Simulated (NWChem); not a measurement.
System: AlP$_{2}$H$_{5}$; SMILES [PH2][AlH][PH2]

The following NWChem deck was run.

```
start job
memory heap 200 mb stack 900 mb global 1100 mb
geometry units angstroms noautoz
  Al    -0.549064    -0.017987     0.189951
  H     -1.904158    -0.085378     1.021546
  P      0.372588    -1.991535    -0.643053
  H      0.243944    -2.693058     0.595267
  H      1.731560    -1.607027    -0.430188
  P      0.257636     2.057504    -0.503230
  H      1.636531     1.737148    -0.313273
  H      0.090459     2.663988     0.779888
end
basis spherical
  * library def2-svp
end
dft
  xc xwpbe 1.00 cpbe96 1.0 hfexch 1.00
  cam 0.35 cam_alpha 0.0 cam_beta 1.0
  iterations 150
  vectors input atomic output neutral.movecs
end
task dft energy
charge 1
dft
  odft
  mult 2
  vectors input atomic output cation.movecs
end
task dft energy
```

All runs use the structure optimised with PBE0/def2-SVP.

Ions are spin-unrestricted doublets at the neutral geometry; other ion states weren't tried. Functional: LC-ωPBE (HJS hole) with def2-SVP; the question gives the range parameter ω in 1/bohr.

### Question
Give the results of this calculation. (LC-wPBE (HJS exchange hole, range parameter 0.35 per bohr)/def2-SVP, vertical spin-unrestricted ions.) Quantities: vertical ionisation energy, ΔSCF (eV); −ε(HOMO) (eV).

### Answer
The vertical ionisation energy, ΔSCF (eV) comes out as 9.23 and the −ε(HOMO) (eV) is 9.35.
